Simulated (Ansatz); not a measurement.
Geometry optimisation, RKS PBE-D4/def2-SVP (Ansatz 0.2.0).

input.yaml

```yaml
crystal:
  periodic: [false, false, false]
  atoms:
    - { symbol: Si, position_ang: [-0.9533, 0.6103, 0.4359] }
    - { symbol: O, position_ang: [0.7518, 0.1213, 1.5048] }
    - { symbol: F, position_ang: [-2.2079, 0.9772, -0.5132] }
    - { symbol: F, position_ang: [-1.7125, -0.4201, 1.3968] }
    - { symbol: F, position_ang: [-0.8405, 2.0409, 1.1264] }
    - { symbol: H, position_ang: [1.0206, -0.5421, 0.4605] }
    - { symbol: Si, position_ang: [0.5844, -0.444, -1.3632] }
    - { symbol: H, position_ang: [0.7183, -0.3377, 2.3452] }
    - { symbol: H, position_ang: [-0.2933, -0.9966, -2.3907] }
    - { symbol: H, position_ang: [1.4407, 0.5732, -1.9726] }
    - { symbol: H, position_ang: [1.4917, -1.5825, -1.03] }
basis:
  gaussian: { orbitals: def2-SVP }
hamiltonian:
  xc: pbe
  dispersion: d4
relax:
  f_tol: 0.15
  max_steps: 25
  restrain:
    - { distance: [0, 6], at: 3.52, k: 30.0 }
    - { distance: [5, 1], at: 2.27, k: 30.0 }
    - { distance: [0, 1], at: 1.77, k: 30.0 }
    - { distance: [5, 6], at: 1.42, k: 30.0 }
output:
  orbitals: {}
```

Launched with:

```bash
$ ansatz run input.yaml --threads 2 --pin off --max-ram 3072MiB --backend cpu --events-out ev --progress --plain --runs-dir out
```

Where does it end, and by what steps?

It converged. The restraints hold the end off the free minimum. After 21 steps the energy has fallen by 2.431 eV (the restraints' own energy left out); F3 moved furthest, 1.55 Å. Parted: Si1–Si7. Joined: H6–Si7.

```tsv
step	energy less start (eV)	largest force component (eV/Å)	accepted
0	0.0000	4.128	yes
1	1.1503	2.747	yes
2	1.7505	3.680	yes
3	0.9757	3.089	yes
4	-0.3141	2.345	yes
5	-1.1779	1.361	yes
6	-1.6611	0.966	yes
7	-2.0187	1.228	yes
8	-2.2221	1.419	yes
9	-2.3485	1.657	yes
10	-2.3824	1.732	yes
11	-2.3851	1.753	yes
12	-2.3890	1.627	yes
13	-2.4037	1.699	yes
14	-2.4143	1.655	yes
15	-2.4350	1.586	no
16	-2.4135	1.713	no
17	-2.4175	1.706	yes
18	-2.4250	1.711	yes
19	-2.4305	1.719	yes
20	-2.4273	1.672	yes
21	-2.4313	1.676	yes
```

```xyz
11
Properties=species:S:1:pos:R:3
Si -1.019 0.894 1.021
O 0.429 0.674 1.900
F -0.763 1.527 -0.442
F -1.832 -0.486 0.835
F -1.930 1.946 1.820
H 1.013 -0.423 -0.014
Si 0.866 -0.856 -1.393
H 0.760 -0.241 1.849
H -0.574 -1.160 -1.681
H 1.368 0.228 -2.300
H 1.682 -2.103 -1.595
```

Time of the run: 46 s on 2 threads of Intel(R) Xeon(R) Platinum 8488C (Sapphire Rapids), on a shared host, peak memory 0.17 GiB.
